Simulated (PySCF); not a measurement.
H₇NSi₂, SMILES [SiH3]N[SiH3]. Atoms are numbered in the order given.

```xyz
10

Si     0.0006     0.1323     1.5799
N     -0.0068    -0.6081     0.0000
Si     0.0006     0.1323    -1.5799
H     -1.0581    -0.4601     2.4520
H     -0.2579     1.5862     1.3914
H      1.3030    -0.0367     2.2959
H      0.0559    -1.6254     0.0000
H      1.3030    -0.0367    -2.2959
H     -1.0581    -0.4601    -2.4520
H     -0.2579     1.5862    -1.3914
```

The structure is a stationary point at B3LYP-D3(BJ)/def2-SVP.

Level of theory: r2SCAN/def2-TZVPD (PySCF).

Gas-phase values at a fixed geometry.

Computed frontier levels, gap, dipole moment and polarisability:
The highest occupied level is -6.47 eV, the lowest empty level is -0.62 eV and the orbital gap is 5.85 eV. The dipole moment is 0.185 e·Å and the quadrupole, principal values (traceless, Buckingham form, about the centre of nuclear charge) comes out as -2.27, -1.84, 4.11 D·Å. The mean static polarisability is 64.9 bohr³ (9.62 Å³) and the polarisability, principal values is 59.1, 59.7, 76.1 bohr³.
